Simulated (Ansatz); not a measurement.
Series SiX2: PBE-D4/def2-TZVP single points in Ansatz on relaxed structures, gas phase. Core potentials for I, no spin–orbit coupling. Binding counts from free atoms in the multiplicity of their measured ground term, without zero-point energy. The structures are stationary points that may keep the symmetry of their start.

```tsv
species	atoms	state	geometry	HOMO (eV)	LUMO (eV)	gap (eV)	vertical IE (eV)	vertical triplet (eV)	binding per atom (eV)	point group (within 0.1 Å)
SiCl2	3	singlet	r2SCAN-D4/def2-TZVP	-6.65	-3.64	3.01	9.78	2.33	3.09	C2v
SiI2	3	singlet	r2SCAN-D4/def2-TZVP	-6.16	-3.94	2.22	8.76	1.80	2.31	C2v
SiF2	3	singlet	r2SCAN-D4/def2-TZVP	-7.09	-2.96	4.12	10.84	3.14	4.36	C2v
SiBr2	3	singlet	PBE-D4/def2-TZVP	-6.53	-3.86	2.68	9.41	2.13	2.72	C2v
Si(NH2)2 (SiN2H4)	7	singlet	PBE0-D4/def2-TZVP	-5.25	-1.06	4.19	8.56	3.37	3.62	C2v
Si(OMe)2 (C2H6O2Si)	11	singlet	PBE-D4/def2-SVP	-5.70	-2.03	3.67	8.76	2.95	4.10	C2v
```

The gap (eV) runs from 2.22 (SiI2) to 4.19 (Si(NH2)2). The vertical IE (eV) runs from 8.56 (Si(NH2)2) to 10.84 (SiF2). The vertical triplet (eV) runs from 1.80 (SiI2) to 3.37 (Si(NH2)2).
